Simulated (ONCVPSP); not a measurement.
## Building the ONCV potential for V (Z = 23) (LDA (Perdew-Wang 92), scalar-relativistic).

- Element: vanadium
- Generator: ONCVPSP 4.0.1
- Type: optimised norm-conserving Vanderbilt (ONCV)
- Functional: LDA (Perdew-Wang 92)
- Relativity: scalar-relativistic
- Frozen core: [Ne]
- Valence charge: 13
- Reference configuration: 3s2 3p6 3d3.5 4s1.5
- Partial waves: 3s+4s: rc 1.55 bohr, ncon 3, nbas 7, qcut 5.9 1/bohr, 2 projectors; 3p: rc 1.65 bohr, ncon 4, nbas 8, qcut 8.9 1/bohr, 2 projectors, debl 0.8 Ha; 3d: rc 1.95 bohr, ncon 5, nbas 10, qcut 9.8 1/bohr, 1 projector
- Local potential: polynomial inside 1.00 bohr (lpopt 5, dvloc0 0 Ha)
- Core correction: polynomial model core, fcfact 0.2

In the p channel the program set the typed energies aside and used -1.543, 0.250 Ha.

Estimate the cutoffs (Ha) at which the residual kinetic energy of the hardest occupied pseudo-wave falls to 1 and 0.1 mHa per electron.

32 Ha and 37 Ha.

What does a ghost test show?

No bound ghost flagged; no localised positive-energy state flagged.

Which valence shell sets the plane-wave cutoff?

3d: 32 Ha for 1 mHa per electron, against 24 Ha for 3p.

Tests: 3s2 3p6 3d3 4s2; 3s2 3p6 3d3 4s1; 3s2 3p6 3d3 4s0; 3s2 3p6 3d2 4s2 4p1. Which has the largest error in its energy relative to the reference configuration, and how large is it?

3s2 3p6 3d2 4s2 4p1, with +85 meV (all-electron minus pseudo) on +5.89 eV.
